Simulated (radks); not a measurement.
Species: Kr2+. Configuration: [Ar] 3d10 4s2 4p(up 2.5, down 1.5) (fractional occupations, a model configuration).

Method: scalar-relativistic Kohn-Sham, SCAN, spin-polarised, spherical densities, finite nucleus; meta-GGA in the generalised Kohn-Sham scheme; Fermi nuclear charge, rms radius 4.1884 fm; computed with a radial shooting solver on a logarithmic mesh with Libxc functionals.

Energy parts (hartree):
part                       energy
total                 -2789.49945
kinetic                2853.46443
electron-nucleus      -6697.03871
Hartree                1150.42316
exchange-correlation    -96.34832

Orbitals (lengths in bohr, moments of r in powers of bohr):
| orbital | occ. | eigenvalue (hartree) | <r^2> |
|---|---|---|---|
| 1s up | 1 | -522.5981 | 0.002320 |
| 1s down | 1 | -522.5940 | 0.002319 |
| 2s up | 1 | -70.03700 | 0.03964 |
| 2s down | 1 | -70.03551 | 0.03964 |
| 2p up | 3 | -61.93976 | 0.03137 |
| 2p down | 3 | -61.93617 | 0.03137 |
| 3s up | 1 | -10.88951 | 0.3214 |
| 3s down | 1 | -10.88569 | 0.3213 |
| 3p up | 3 | -8.27882 | 0.3405 |
| 3p down | 3 | -8.27399 | 0.3403 |
| 3d up | 5 | -3.98424 | 0.3791 |
| 3d down | 5 | -3.97755 | 0.3775 |
| 4s up | 1 | -1.75355 | 2.574 |
| 4s down | 1 | -1.70281 | 2.584 |
| 4p up | 2.5 | -1.17502 | 3.409 |
| 4p down | 1.5 | -1.12693 | 3.455 |

The highest occupied level is 4p down at -30.665 eV. The spin density at the nucleus is 0.1412 e/bohr^3 (1s -0.1691, 2s 0.1215, 3s 0.3106, 4s -0.1217).
